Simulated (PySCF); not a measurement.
Compound: C2H7BF2Si.
Numbering: `[CH3:1][CH2:2][SiH2:3][B:4]([F:5])[F:6]` (hydrogens: H7, H8, H9 on C1; H10, H11 on C2; H12, H13 on Si3)

Torsions of this conformer, `[CH3:1][CH2:2][SiH2:3][B:4]([F:5])[F:6]`: C1–C2–Si3–B4 -177°, C2–Si3–B4–F5 27°.

The closed-shell ground state was solved at several levels (PySCF, density fitting, gas phase, non-relativistic). Isolated species at its PBE0-D3(BJ)/def2-SVP geometry (one conformer only).

```tsv
level	basis functions	total energy (Eh)	HOMO (eV)	LUMO (eV)	gap (eV)	dipole (D)
B3LYP/pcSseg-1	144	-594.5695	-8.35	-1.13	7.22	1.50
PBE/pcSseg-1	144	-594.0414	-7.23	-1.85	5.38	1.42
B97-D/pcSseg-1	144	-594.3500	-7.23	-1.69	5.54	1.43
KT3/pcSseg-1	144	-600.9309	-7.37	-1.80	5.57	1.44
LDA/pcSseg-1	144	-591.0745	-7.34	-2.11	5.23	1.51
KT2/pcSseg-1	144	-601.5048	-7.35	-1.87	5.48	1.50
BP86/pcSseg-1	144	-594.5586	-7.33	-1.91	5.42	1.43
OPBE/pcSseg-1	144	-594.3322	-7.20	-1.69	5.51	1.40
BLYP/pcSseg-1	144	-594.4583	-7.11	-1.69	5.42	1.41
```

Question: What might HF/pcSseg-1 (144 basis functions) give for the same quantities?

Answer: Total energy -592.3699 Eh, HOMO -11.75 eV, LUMO 2.58 eV, gap 14.33 eV, dipole 1.70 D.

Question: Over all these levels, which gives the widest orbital gap and which the narrowest?

Answer: HF/pcSseg-1 (Hartree–Fock, all exact exchange) has the widest, 14.33 eV, and LDA/pcSseg-1 (LDA) the narrowest, 5.23 eV. From the narrowest to the widest the HOMO moves by -4.41 eV and the LUMO by +4.69 eV.

Question: In the pcSseg-1 basis, how does the gap go with the fixed share of exact exchange?

Answer: LDA (0 %) 5.23 eV; PBE (0 %) 5.38 eV; BP86 (0 %) 5.42 eV; BLYP (0 %) 5.42 eV; KT2 (0 %) 5.48 eV; OPBE (0 %) 5.51 eV; B97-D (0 %) 5.54 eV; KT3 (0 %) 5.57 eV; B3LYP (20 %) 7.22 eV; HF (100 %) 14.33 eV. Each rise in the share widens the gap here.

Question: How far do the dipole and the HOMO energy spread over the levels?

Answer: The dipole runs from 1.40 to 1.70 D (mean 1.47 D) and the HOMO from -11.75 to -7.11 eV.

Note: B97-D ran without an empirical dispersion term, which enters the total energy and its gradient alone.
